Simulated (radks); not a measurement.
Initial-state core-level shifts of the tungsten ion W2+ when its valence configuration changes from [Xe] 4f14 5d4. All-electron calculation, Dirac Kohn-Sham, PBEsol, spin-unpolarised, spherical densities, point nucleus; open shells fill j = l - 1/2 first. Program: a radial shooting solver on a logarithmic mesh with Libxc functionals. Shifts are changes of the shell-averaged eigenvalues in eV (positive: less bound).

valence                    2p       3d       4p       5p
4f13 5d4 6s1          -13.775  -15.163  -13.920   -6.337
4f13 5d4.5 6s0.5      -12.110  -13.511  -12.285   -4.878
4f13 5d4 6s0.5 6p0.5  -14.348  -15.741  -14.500   -6.899
4f13 5d3.5 6s0.5 6p1  -16.764  -18.134  -16.873   -9.021
4f14 5d3 6s1           -3.343   -3.301   -3.282   -2.941
4f13.5 5d4 6s0.5       -6.732   -7.408   -6.831   -3.131
4f12 5d4.5 6s0.5 6p1  -28.011  -30.955  -28.134  -12.471
4f11 5d6.5 6s0.5      -35.101  -39.770  -35.102  -11.627
4f12 5d4 6s2          -28.742  -31.656  -28.801  -12.940
